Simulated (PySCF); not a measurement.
**Frontier orbitals and the lowest excitations**

C₃H₉NSi.
Z-matrix (Å and degrees, GFN2-xTB geometry), rows numbered from 1:
```
C 
C   1  1.5261
N   2  1.4495  1  106.17
Si  3  1.7156  2  114.47  1    30.08
C   1  1.5274  2  107.69  3   -42.51
H   1  1.0917  2  110.88  3  -165.80
H   1  1.0912  2  108.50  3    75.35
H   2  1.0998  1  110.09  3   120.83
H   2  1.0951  1  111.16  3  -119.71
H   3  1.0056  2  114.76  1  -173.46
H   4  1.4650  3  109.75  2  -125.40
H   4  1.4688  3  116.37  2   107.77
H   5  1.0901  1  109.94  2   -82.35
H   5  1.0870  1  110.93  2   159.42
```

Theory: TDDFT PBE0/def2-SVPD, vertical, gas phase, core orbitals frozen in the response in PySCF.

Frontier orbitals with the atoms that hold most of them (Löwdin shares over 4%, at most four atoms; ? is withheld):

```tsv
orbital	ε (eV)	atoms
HOMO-3	-9.52	C2 26%, C1 21%, C5 16%, H9 10%
HOMO-2	-9.08	Si4 18%, C5 14%, C1 13%, H11 12%
HOMO-1	-8.37	C5 36%, Si4 24%, C1 11%, H12 6%
HOMO	-6.52	?
LUMO	?	?
LUMO+1	0.68	Si4 28%, C5 13%, H11 9%, H12 9%
LUMO+2	1.49	Si4 45%, H12 10%, H11 10%, C1 5%
```

(1) Give the leading atoms of the LUMO.

(2) Which atoms hold the HOMO, and with what shares?

(3) What is the LUMO energy, and the HOMO–LUMO gap?

Results:

(1) Si4 (bonded to C, N and 2 H) 31%; H10 (bonded to N) 12%; C2 (bonded to C, N and 2 H) 10%; H12 (bonded to Si) 9%. By element: silicon 31%, hydrogen 21% or more, carbon 10% or more.

(2) N3 (bonded to C, Si and H) 56%; C2 (bonded to C, N and 2 H) 12%; Si4 (bonded to C, N and 2 H) 10%; H8 (bonded to C) 6%.

(3) ε(LUMO) = 0.58 eV; the gap is 7.10 eV (0.2610 hartree).

How does S1 compare with the orbital gap of 7.10 eV?

S1 is at 5.72 eV (f = 0.0054), 1.38 eV below the gap, made of HOMO→LUMO (94%). Without the coupling terms of the response equations the lowest excitation would equal the gap.

Give energy, strength and leading configuration of S1, S2 and S8, and follow the Löwdin shares of the leading atoms from the occupied to the empty orbital.

- S1 (5.72 eV, f 0.0054), HOMO→LUMO (94%): N3 56% → at most 9%, C2 12% → 10%, Si4 10% → 31%, H10 at most 6% → 12%
- S2 (6.00 eV, f 0.010), HOMO→LUMO+1 (92%): N3 56% → at most 9%, C2 12% → at most 9%, Si4 10% → 28%, C5 at most 6% → 13%
- S8 (7.75 eV, f 0.043), HOMO-1→LUMO (86%): C5 36% → at most 9%, Si4 24% → 31%, H10 at most 7% → 12%

Löwdin shares depend on the basis, the more so with diffuse functions.

On an x86-64 server with one thread, no GPU (shared host), this took 8.4 s of wall time.

One conformer stands for the species.
